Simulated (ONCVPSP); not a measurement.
# What one change does to a pseudopotential (Xe, ONCV)

| Item | Value |
| --- | --- |
| Element | xenon (Xe) |
| Generator | ONCVPSP 4.0.1 |
| Type | optimised norm-conserving Vanderbilt (ONCV) |
| Functional | PBEsol |
| Relativity | scalar-relativistic |
| Frozen core | [Kr] 4d10 |
| Valence charge | 8 |
| Reference configuration | 5s2 5p6 |
| Partial waves | 5s: rc 1.65 bohr, ncon 4, nbas 8, qcut 3.9 1/bohr, 2 projectors, debl 2.9 Ha; 5p: rc 1.55 bohr, ncon 4, nbas 8, qcut 5.9 1/bohr, 2 projectors, debl 1.8 Ha |
| Local potential | polynomial inside 1.55 bohr (lpopt 2, dvloc0 0 Ha) |
| Core correction | none |

Change: s: debl 0.95.

Cutoffs: the cutoffs (Ha) at which the residual kinetic energy of the hardest occupied pseudo-wave falls to 1 and 0.1 mHa per electron; they do not see the model core or the augmentation charge, which bear on the density cutoff. Errors are all-electron minus pseudo energies relative to the spin-unpolarised reference configuration.

Problem. Predict the effect on cutoff, ghosts and configuration errors.

Solution. The potential gets neither clearly harder nor softer (25 Ha and 82 Ha → 25 Ha and 82 Ha); both files keep a bound ghost (p); the errors of the 4 common tests hardly move; the range in which the s phases agree narrows (upper end 4.1 → 2.9).

```csv
quantity,base,changed
"cutoff, loose",25 Ha,25 Ha
"cutoff, tight",82 Ha,82 Ha
bound ghosts,p,p
GHOST(+) flags under 300 eV,s at 120.2 eV,s at 84.6 eV
"error for 5s2 5p5, meV [ΔE 12.55 eV]",-6.1,-6.1
"error for 5s2 5p4, meV [ΔE 34.33 eV]",-23,-23
"error for 5s2 5p3, meV [ΔE 66.10 eV]",-54,-54
"error for 5s2 5p2, meV [ΔE 108.49 eV]",-97,-98
s: phases at 1.68 bohr within 0.05 rad from the reference energy up to (Ha; the scan ends near 5),4.1,2.9
p: phases at 1.57 bohr within 0.05 rad from the reference energy up to (Ha; the scan ends near 5),to the end of the scan,to the end of the scan
```

 A true bound ghost makes a file unfit for plane-wave use even where its test errors are small: the radial tests pick states by their node count and pass the ghost by.
